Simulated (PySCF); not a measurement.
Zn: ionisation energy

Zn [Ar] 3d10 4s2 (1S) → Zn⁺ [Ar] 3d10 4s1 (2S), as a difference of total energies. Calculation: PySCF 2.14, in x2c-TZVPall; scalar relativity by spin-free X2C-1e. Correlated levels: valence: [Ar] frozen. The calculations carry no spin-orbit coupling.

```json
{"method": "UHF", "ionisation energy (eV)": "7.791"}
{"method": "TPSS", "ionisation energy (eV)": "9.405"}
{"method": "PBE0", "ionisation energy (eV)": "9.297"}
{"method": "MP2 (valence)", "ionisation energy (eV)": "8.939"}
{"method": "SCS-MP2 (valence)", "ionisation energy (eV)": "8.971"}
{"method": "CCSD (valence)", "ionisation energy (eV)": "9.065"}
{"method": "CCSD(T) (valence)", "ionisation energy (eV)": "9.163"}
```

Q: How much does correlation contribute at CCSD(T) (valence)?

A: 9.163 − (7.791) = 1.372 eV, measured against UHF.

Errors of the correlated levels include the incompleteness of this basis and the frozen core.

For comparison: 9.394 eV (measured; NIST Atomic Spectra Database, ionization energies).
